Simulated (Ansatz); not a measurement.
In₈Sb₈H₂₂⁻, a nanocrystal cut from wurtzite InSb (hydrogen-capped). Total charge -1; doublet. Geometry PBE-D4/def2-SVP, that of the neutral singlet.

```
atom   x (Å)   y (Å)   z (Å)
 In1   3.150  -1.136   4.406
 Sb2   4.559  -0.206   1.987
 Sb3   0.687  -1.339   2.908
 In4  -0.410   1.184   2.161
 In5   3.497   0.306  -0.645
 Sb6   1.215   1.933  -0.096
 Sb7  -2.993   0.881   0.994
 In8  -4.347   3.388   0.506
 In9  -0.146   2.505  -2.540
Sb10  -2.435   4.015  -1.651
In11   0.831  -3.316   0.865
Sb12   2.168  -2.113  -1.341
Sb13  -1.908  -3.221  -0.068
In14  -3.184  -0.893  -1.223
In15   0.604  -2.264  -3.788
Sb16  -1.191  -0.086  -3.088
 H17   3.093   0.253   5.444
 H18   3.779  -2.728   4.695
 H19   5.472   1.206   2.351
 H20   5.935  -1.198   1.703
 H21  -0.506  -1.983   3.972
 H22  -0.344   2.383   3.428
 H23   4.669   0.944  -1.765
 H24   1.898   3.449   0.352
 H25  -3.879   0.053   2.218
 H26  -3.970   4.516   1.770
 H27  -5.848   3.080  -0.311
 H28   0.775   3.293  -3.790
 H29  -1.828   5.612  -1.445
 H30  -3.295   4.374  -3.098
 H31   1.314  -4.919   1.342
 H32   3.486  -3.198  -1.576
 H33  -2.858  -3.605   1.315
 H34  -2.303  -4.641  -0.955
 H35  -4.779  -1.244  -1.827
 H36   1.594  -1.779  -5.128
 H37  -0.368  -3.697  -3.582
 H38  -2.138   0.193  -4.499
```

In the def2 sets In, Sb take a core potential; there is no spin–orbit coupling. Single mean-field runs in def2-SVP are fitted with def2-universal-jkfit. At PBE-D4/def2-SVP the gap within one spin of the charge -1 doublet nearly closes, so an electron or hole may be smeared out by delocalisation error.

(1) Estimate the α-spin orbital energies around the gap (eV) in Ansatz with PBE-D4/def2-SVP, PBE0-D4/def2-SVP.

## Answers

(1) 
```csv
orbital,PBE-D4/def2-SVP,PBE0-D4/def2-SVP
HOMO−5,-3.50,-4.39
HOMO−4,-3.36,-4.24
HOMO−3,-3.26,-4.15
HOMO−2,-3.26,-4.11
HOMO−1,-3.01,-3.85
HOMO,-0.11,-0.26
LUMO,0.04,0.66
LUMO+1,0.12,0.71
LUMO+2,0.20,0.81
LUMO+3,0.32,0.97
LUMO+4,0.38,1.02
LUMO+5,0.43,1.08
β HOMO,-2.98,-3.81
β LUMO,0.01,0.65
```
